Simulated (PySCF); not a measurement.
Zn(OH2)6 (H12O6Zn), SMILES [OH2]->[Zn+2](<-[OH2])(<-[OH2])(<-[OH2])(<-[OH2])<-[OH2], charge +2.

Coordinates come from a r2SCAN-D4/def2-SVP optimisation. The isomer is the one that the SMILES or the coordinates give; other isomers of the formula were not compared.

The numbers are results of r2SCAN/def2-SVP run with PySCF, not measurements.

Symmetry labels are those of the subgroup D2 that the program uses (full group Th).

Computed valence orbital energies around the gap with their symmetry:
```
orbital  symmetry  energy (eV)
-------  --------  -----------
HOMO−7          A       -16.88
HOMO−6          A       -16.88
HOMO−5         B1       -16.51
HOMO−4         B3       -16.51
HOMO−3         B2       -16.51
HOMO−2         B1       -16.38
HOMO−1         B2       -16.38
HOMO           B3       -16.38
LUMO            A        -8.07
LUMO+1         B1        -6.25
LUMO+2         B2        -6.25
LUMO+3         B3        -6.25
```
